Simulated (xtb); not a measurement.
MoO2FBr, SMILES [Br][Mo]([F])(=[O])=[O], multiplicity 1. All values are semi-empirical tight-binding results from xtb (GFN2-xTB unless named), good for trends rather than for accurate numbers. Geometry optimised at GFN2-xTB. The spin state was assumed, not searched. The structure was generated by enumeration; whether it is a known compound was not checked.

Optimised geometry:

Bond lengths (Å): Mo1–O2 1.628, Mo1–O3 1.628, Mo1–F4 1.755, Mo1–Br5 2.329. Bond angles (°): O2–Mo1–O3 115.8, O2–Mo1–F4 112.4, O2–Mo1–Br5 104.1, O3–Mo1–F4 112.4, O3–Mo1–Br5 104.1, F4–Mo1–Br5 106.8.

For metal compounds this method's bond lengths and energies can be far off.

```json
{
 "point_group_as_xtb_finds_it": "Cs",
 "orbital_gap": "3.42 eV",
 "zero_point_energy": "5.4 kcal/mol",
 "G − E(el) at 298.15 K (modified RRHO)": "-15.0 kcal/mol"
}
```

Computed atomic charges and the Wiberg bond orders between heavy atoms:
charges (e) Mo1 1.16, O2 -0.47, O3 -0.47, F4 -0.26, Br5 0.03. Bond orders Mo1–O2 2.14, Mo1–O3 2.14, Mo1–F4 1.13, Mo1–Br5 1.43.
